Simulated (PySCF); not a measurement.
# Tc (technetium, neutral) across methods

[Kr] 4d5 5s2, high-spin 6S determinant. Calculation: PySCF 2.14, in aug-cc-pwCVTZ-PP with ECP28MDF (8s8p7d4f3g, 122 functions); scalar relativity through the core potential.

| method | E (hartree) | mean ε 4d α (eV) | mean ε 5s α (eV) | mean ε 5s β (eV) | Σ⟨r²⟩ (bohr²) | ⟨S²⟩ |
| --- | --- | --- | --- | --- | --- | --- |
| BP86 | -80.5126 | -7.807 | -5.736 | -4.463 | 55.48 | 8.765 |
| PBE0 | -80.4257 | -9.434 | -6.229 | -4.835 | 55.83 | 8.767 |
| B3LYP | -80.4640 | -8.918 | -6.015 | -4.952 | 55.69 | 8.761 |
| r2SCAN | -80.4716 | -8.307 | -5.881 | -4.344 | 55.94 | 8.794 |
| LDA | -80.2581 | -7.786 | -5.806 | -4.523 | 55.42 | 8.764 |
| PBE | -80.4416 | -7.735 | -5.591 | -4.250 | 55.77 | 8.765 |
| M06-L | -80.4720 | -7.898 | -5.472 | -4.251 | 54.87 | 8.765 |
| UHF | -79.84951 | -14.182 | -7.629 | -5.673 | 58.60 | 8.792 |

Energies and moments cover only the electrons outside the core potential.
